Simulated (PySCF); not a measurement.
Al(H)2(Et) (C₂H₇Al), SMILES C[CH2][AlH2].

The structure is a stationary point at B3LYP-D3(BJ)/def2-SVP.

The numbers are results of TDDFT-M06-2X/def2-SVPD in PySCF, not measurements.

Vertical excitations.  State labels are in the subgroup Cs.

| state | symmetry | energy (eV) | λ (nm) | f | main pairs |
|---|---|---|---|---|---|
| S1 | A" | 4.78 | 260 | 0.001 | HOMO→LUMO 98 % |
| S2 | A" | 5.33 | 232 | 0.000 | HOMO−1→LUMO 99 % |
| S3 | A' | 6.67 | 186 | 0.042 | HOMO→LUMO+1 84 % |
| S4 | A' | 7.62 | 163 | 0.006 | HOMO−2→LUMO 57 %, HOMO−1→LUMO+1 16 % |
| S5 | A' | 7.67 | 162 | 0.010 | HOMO−1→LUMO+1 64 %, HOMO−2→LUMO 19 % |
| S6 | A' | 7.74 | 160 | 0.016 | HOMO→LUMO+3 73 %, HOMO−2→LUMO 14 % |
| S7 | A' | 7.85 | 158 | 0.015 | HOMO→LUMO+4 50 %, HOMO→LUMO+3 13 %, HOMO→LUMO+2 8 %, HOMO−1→LUMO+1 7 % |
| S8 | A' | 7.90 | 157 | 0.308 | HOMO→LUMO+2 62 %, HOMO→LUMO+4 14 % |
| S9 | A' | 8.07 | 154 | 0.133 | HOMO−1→LUMO+2 74 % |
| S10 | A" | 8.12 | 153 | 0.008 | HOMO−3→LUMO 95 % |
| T1 | A" | 4.46 | 278 | 0 | HOMO→LUMO 97 % |
| T2 | A" | 4.90 | 253 | 0 | HOMO−1→LUMO 97 % |
| T3 | A' | 6.24 | 199 | 0 | HOMO→LUMO+1 60 %, HOMO→LUMO+2 28 % |
| T4 | A' | 7.03 | 176 | 0 | HOMO−1→LUMO+3 39 %, HOMO−1→LUMO+1 27 %, HOMO−1→LUMO+2 17 %, HOMO−1→LUMO+12 6 % |
Triplets are in the Tamm–Dancoff approximation, which puts them higher than full response would, so one can lie above its singlet here.
